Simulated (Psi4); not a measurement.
Pair of molecules, SMILES CO with SMILES [GeH4] (the first has 6 atoms); geometry from B3LYP-D3(BJ)/def2-TZVP, rigid monomers moved along the line of their centres of mass till O2···Ge7 is 4.46 Å.
(charge 0, multiplicity 1):
```xyz
11

C     -0.4500     0.1717     0.4887
O      0.7908     0.2818     1.1747
H     -1.2532     0.7080     1.0051
H     -0.7026    -0.8870     0.4658
H     -0.3814     0.5359    -0.5415
H      1.0421     1.2101     1.2146
Ge    -0.0503    -0.2342     5.5212
H     -0.5943    -1.4285     4.7285
H     -0.6433     1.0737     4.9730
H      1.4806    -0.1890     5.4573
H     -0.4843    -0.3755     6.9938
```

Method: Psi4 with SAPT0/aug-cc-pVDZ.

Which attractive term is largest, and how does the interaction split up?

electrostatics -0.29, exchange 0.06, induction -0.04, dispersion -0.38, total -0.66 kcal/mol; the largest attraction is dispersion.
